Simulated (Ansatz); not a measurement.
A CCSD(T) single point on AsH₆NOSi (`N[SiH2][AsH]O`).

```yaml
crystal:
  periodic: [false, false, false]
  atoms:
    - {symbol: N, position_ang: [-1.752380, 0.108848, -0.675955]}
    - {symbol: Si, position_ang: [-0.522415, -0.814846, 0.089850]}
    - {symbol: As, position_ang: [1.131606, 0.487337, 1.202423]}
    - {symbol: O, position_ang: [1.849979, 1.063268, -0.367814]}
    - {symbol: H, position_ang: [-1.509218, 0.643380, -1.495486]}
    - {symbol: H, position_ang: [-2.428788, 0.603232, -0.116111]}
    - {symbol: H, position_ang: [0.151072, -1.627412, -0.954175]}
    - {symbol: H, position_ang: [-1.152549, -1.679767, 1.124548]}
    - {symbol: H, position_ang: [2.032924, -0.739167, 1.396165]}
    - {symbol: H, position_ang: [2.282770, 1.903927, -0.200445]}
basis:
  gaussian: {orbitals: def2-TZVPP}
correlation: {method: ccsd_t}
output: {orbitals: {seedname: orbitals}}
```

```sh
$ ansatz run in.yaml --threads 4 --pin off --events-out ev --progress --plain --max-ram 10444MiB
```

The program prints (abridged):

```
Functional definition: HF
  name "HF"
  cite "Fock, Z. Phys. 61, 126 (1930) doi:10.1007/BF01340294"
  parent pbe
  exchange = exact_x
  correlation = 0
1415 factors; integrals over basis functions are off by at most 9.3e-4 eV
mean field evaluation 1: about -72269.6226 eV, gradient 4.8e1 eV
mean field evaluation 2: about -72269.8625 eV, gradient 4.8e1 eV
mean field evaluation 4: about -72274.5562 eV, gradient 4.2e0 eV
mean field evaluation 8: about -72274.6321 eV, gradient 3.3e-1 eV
mean field evaluation 16: about -72274.6327 eV, gradient 2.2e-6 eV
mean field -72274.63267077 eV, -2656.0437611452 hartree, gradient 2.2e-6 eV, S^2 0.000000; 0 other end points of the search recorded, 0 dependent functions left out
16 core orbitals not correlated: weight in the atoms' cores, before any rotation towards them, 1.000 or more for the frozen orbitals, at most 0.000 for the correlated occupied ones
reference -72274.63267077 eV, -2656.0437611452 hartree; 18, 18 occupied and 202, 202 virtual orbitals, 1415 factors
second order -23.23175410 eV of doubles, -0.00000000 eV of singles
cycle   1  -23.36890354 eV  change   -1.4e-1 eV  update   1.1e-1
cycle   2  -23.99413939 eV  change   -6.3e-1 eV  update   3.3e-2
cycle   3  -24.11797197 eV  change   -1.2e-1 eV  update   1.7e-2
cycle   4  -24.10314855 eV  change    1.5e-2 eV  update   4.4e-3
cycle   5  -24.10216819 eV  change    9.8e-4 eV  update   2.1e-3
cycle   6  -24.10270039 eV  change   -5.3e-4 eV  update   5.9e-4
cycle   7  -24.10226283 eV  change    4.4e-4 eV  update   2.4e-4
cycle   8  -24.10223636 eV  change    2.6e-5 eV  update   8.1e-5
cycle   9  -24.10227249 eV  change   -3.6e-5 eV  update   3.2e-5
perturbative correction -0.90205006 eV, -0.0331497282 hartree
Total energy: -72299.63699331 eV, -2656.9626530501 hartree
```

Run time 2.2 min (4 threads of an Arm Neoverse V2 on a shared host); peak host memory 4.3 GiB.

MP2 recovers 92.9 % of the CCSD(T) correlation energy and the triples give 3.6 %; T1 = 0.0119.
